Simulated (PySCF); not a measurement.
# CH4AlBr: core ionisation energies

Compound: CH4AlBr.
Z-matrix (Å and degrees, PBE0-D3(BJ)/def2-SVP geometry), rows numbered from 1:
```
C 
Al  1  1.9429
Br  2  2.2633  1  117.08
H   1  1.1008  2  112.97  3   175.81
H   1  1.1028  2  110.51  3    54.20
H   1  1.1032  2  110.26  3   -63.14
H   2  1.5815  1  127.00  3   179.20
```

The calculation used delta-SCF UKS SCAN, pcX-2 on the ionised atom, pcseg-1 elsewhere, spin-free X2C (PySCF 2.14.0). Vertical ΔSCF values, vacuum level as zero.

Problem. What binding energy does each computed site have?

Solution. 
```csv
atom(s),environment,level,binding energy (eV),count
C1,methyl carbon,C 1s,290.14,1
Al2,"aluminium bonded to Br, C and H",Al 1s,1567.62,1
```

Problem. Which photon energy gives electrons from C 1s of C1 a kinetic energy of 50 eV, and what is their de Broglie wavelength?

Solution. hν = 290.14 + 50 = 340.14 eV, recoil neglected; λ = 12.264 Å/√(E/eV) = 1.73 Å.

No level of bromine is listed. Geometry: PBE0-D3(BJ)/def2-SVP; no solvent, vibrations or thermal averaging.
